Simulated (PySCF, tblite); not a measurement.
Isomers of C4H8ClFSi2. All values are computed: GFN2-xTB (tblite) harmonic vibrations without scaling, gas phase. Errors from tens to a few hundred cm⁻¹ against measured bands are possible. Modes of hydrogen on silicon can be 10 to 20 % off. One conformer each.

Electronic energies: PBE0/pcSseg-1 single points on the GFN2-xTB geometries (PySCF, gas phase).

```tsv
SMILES	electronic energy, lowest = 0 (kJ/mol)
FC1=C(Cl)C[SiH2][SiH2]C1	161.1
F[Si@@]1([SiH3])C=CC[C@@H]1Cl	0.0
F[C@@H](Cl)C[SiH2]C#C[SiH3]	260.4
C=C[Si@@]1(Cl)C[SiH2][C@H]1F	73.6
F[Si@@]1([SiH3])C=CC[C@H]1Cl	8.1
```

Question: How do GFN2-xTB zero-point energies change the relative energies?

Answer: 
```csv
SMILES,ZPE (kJ/mol),of it from modes above 1550 cm⁻¹,electronic (kJ/mol),"with ZPE, lowest = 0 (kJ/mol)",lowest mode (cm⁻¹),rings
F[Si@@]1([SiH3])C=CC[C@@H]1Cl,274.5,140.2,0.0,0.0,24,1
F[Si@@]1([SiH3])C=CC[C@H]1Cl,274.7,140.0,8.1,8.3,25,1
C=C[Si@@]1(Cl)C[SiH2][C@H]1F,275.5,146.2,73.6,74.6,33,1
FC1=C(Cl)C[SiH2][SiH2]C1,268.2,134.6,161.1,154.9,75,1
F[C@@H](Cl)C[SiH2]C#C[SiH3],254.3,134.4,260.4,240.2,15,0
```

The zero-point energies span 21.2 kJ/mol, from `F[C@@H](Cl)C[SiH2]C#C[SiH3]` to `C=C[Si@@]1(Cl)C[SiH2][C@H]1F`. The order is unchanged.

Question: And how do the electronic energies of GFN2-xTB itself compare?

Answer: `F[Si@@]1([SiH3])C=CC[C@@H]1Cl` 0.0; `F[Si@@]1([SiH3])C=CC[C@H]1Cl` 9.5; `C=C[Si@@]1(Cl)C[SiH2][C@H]1F` 164.2; `FC1=C(Cl)C[SiH2][SiH2]C1` 124.5; `F[C@@H](Cl)C[SiH2]C#C[SiH3]` 229.0 kJ/mol, lowest = 0. Against the energies above, taken from the same isomer `F[Si@@]1([SiH3])C=CC[C@@H]1Cl`, the largest difference is 90.6 kJ/mol.
